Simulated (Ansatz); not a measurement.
`[Cl][In]([Cl])[CH]1BO1` + H₂S → `[SH][In]([Cl])[Cl]` + `B1CO1` at 500 K and 1 bar (ligand exchange at the In–C bond).

Gas-phase electronic energies from Ansatz, PBE0-D4/def2-TZVP geometries. CCSD(T)/CBS adds triple-zeta CCSD(T) − MP2 to the extrapolated MP2 energy (def2 sets, frozen cores). This one scheme is used for every species. def2 core potentials past Kr. For In outer-core shells are correlated without core-valence functions, which leaves a few kJ/mol of doubt a bond. One conformer a species, not always the lowest.

```csv
species,CCSD(T)/CBS energy (Eh),H − E (kJ/mol),S (J/(mol·K))
`[Cl][In]([Cl])[CH]1BO1`,-1248.67600,138.9,469.2
H₂S,-398.97279,57.0,224.0
`[SH][In]([Cl])[Cl]`,-1507.88474,68.8,413.6
`B1CO1`,-139.80191,134.2,278.3
```

H − E and S are ideal-gas, rigid-rotor, harmonic terms from PBE0-D4/def2-TZVP, for one conformer and one mirror image of each species. 1 Eh = 2625.50 kJ/mol, R = 8.31446 J/(mol·K).

Task: By hand: ΔE, ΔH, ΔS and ΔG.

Result: ΔE = (-1507.88474) + (-139.80191) − (-1248.67600) − (-398.97279) = -0.03786 Eh = -99.4 kJ/mol. Δ(H − E) = 68.8 + 134.2 − 138.9 − 57.0 = 7.1, so ΔH = -92.3 kJ/mol. ΔS = 413.6 + 278.3 − 469.2 − 224.0 = -1.3 J/(mol·K). ΔG = -92.3 − 500 × (-1.3)/1000 = -91.6 kJ/mol.

Task: By hand: the equilibrium constant, and the temperature at which ΔG would vanish if ΔH and ΔS stayed fixed.

Result: log₁₀ K = −ΔG/(RT ln 10) = 9.6. ΔG = 0 at ΔH/ΔS = 71000 K, far beyond where these terms or the molecules hold.

The number of gas molecules stays the same, so ΔS is small and ΔH decides. A doubt of 5 kJ/mol in ΔE shifts log₁₀ K by 0.5 here. Other conformers and mirror images would add mixing entropy, several J/(mol·K) or more a flexible species. Modes under 60 cm⁻¹, often nearly free rotors, make the harmonic entropy too high. These are equilibria of isolated gas molecules and say nothing of rates. Largest T1 diagnostic: 0.016 (customary marks: 0.02 for closed shells, 0.045 for open ones).
